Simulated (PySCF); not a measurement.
C3H10GeO2.
Cartesian coordinates in Å at the PBE0-D3(BJ)/def2-SVP level; atoms count from 1:
```
atom  x, y, z in Å
C1    -2.6498   -0.1316    0.3520
C2    -1.4158    0.4504   -0.3075
O3    -0.3421    0.5836    0.5887
Ge4    0.7208   -0.7809    1.0003
O5     2.3654   -0.1348    1.0141
C6     2.8695    0.5312   -0.1124
H7    -3.5010   -0.1525   -0.3460
H8    -2.9322    0.4693    1.2296
H9    -2.4695   -1.1647    0.6927
H10   -1.6386    1.4589   -0.6963
H11   -1.1327   -0.1676   -1.1844
H12    0.5440   -1.8394   -0.1135
H13    0.4877   -1.2768    2.4294
H14    3.8866    0.8845    0.1189
H15    2.2551    1.4072   -0.3873
H16    2.9376   -0.1300   -0.9986
```

Level: CAM-B3LYP/def2-SVPD in PySCF, non-relativistic, on one gas-phase PBE0-D3(BJ)/def2-SVP geometry that isn't relaxed in the solvent. The solvent is an IEF-PCM continuum (cavity from Bondi-type radii × 1.2), and excitations are vertical TDDFT with non-equilibrium linear response and a frozen core. Specific hydrogen bonds and non-electrostatic terms are outside this model. Spin–orbit coupling is left out although an atom past zinc is present.

Gas-phase singlets (H = HOMO, L = LUMO):

```json
{"state": "S1", "E (eV)": "7.200", "λ (nm)": "172", "f": "0.005", "leading configurations": "H→L+1 71%"}
{"state": "S2", "E (eV)": "7.355", "λ (nm)": "169", "f": "0.005", "leading configurations": "H→L+2 44%, H-1→L+1 17%, H-1→L+2 14%"}
{"state": "S3", "E (eV)": "7.566", "λ (nm)": "164", "f": "0.003", "leading configurations": "H-1→L+2 55%, H-1→L+1 22%"}
{"state": "S4", "E (eV)": "7.681", "λ (nm)": "161", "f": "0.017", "leading configurations": "H→L+2 35%, H-1→L+1 30%, H-1→L+2 14%"}
{"state": "S5", "E (eV)": "7.696", "λ (nm)": "161", "f": "0.063", "leading configurations": "H→L 76%"}
```

Give the list for benzene (ε = 2.271), n² = 2.25.

```csv
state,E (eV),λ (nm),f,leading configurations,change by rank (eV)
S1,7.231,171,0.006,"H→L+1 58%, H-1→L+1 12%",+0.031
S2,7.371,168,0.009,"H→L+2 53%, H-1→L+1 12%, H→L+1 10%",+0.016
S3,7.593,163,0.006,"H-1→L+2 48%, H-1→L+1 19%, H→L+1 15%",+0.027
S4,7.718,161,0.037,"H-1→L+1 35%, H-1→L+2 21%, H→L+2 20%",+0.037
S5,7.742,160,0.082,H→L 77%,+0.046
```

The ground-state energy changes by -0.080 eV from gas to benzene. By how much does the total energy of gas-phase S5 change?

E(S5) = E(S0) + excitation energy, so it changes by -0.080 + 0.046 = -0.034 eV: it is lowered less than the ground state, which is what a blue shift means. This is the vertical state, with the slow part of the continuum still set for S0.

How do the frontier levels move from gas to benzene?

```csv
orbital,gas (eV),solvent (eV),change (eV)
LUMO+2,1.37,1.44,+0.07
LUMO+1,1.23,1.30,+0.07
LUMO,1.11,1.21,+0.10
HOMO,-9.33,-9.33,0.00
HOMO-1,-9.47,-9.45,+0.02
HOMO-2,-10.00,-9.97,+0.03
HOMO-3,-10.17,-10.18,-0.01
```

The HOMO–LUMO gap goes from 10.44 to 10.53 eV.

Hardware: an Intel Xeon at 2.50 GHz with one thread, no GPU (shared host). Cost: 1.7 min wall, 1.2 GiB resident at most. This is the whole response run at CAM-B3LYP/def2-SVPD in benzene, SCF included.
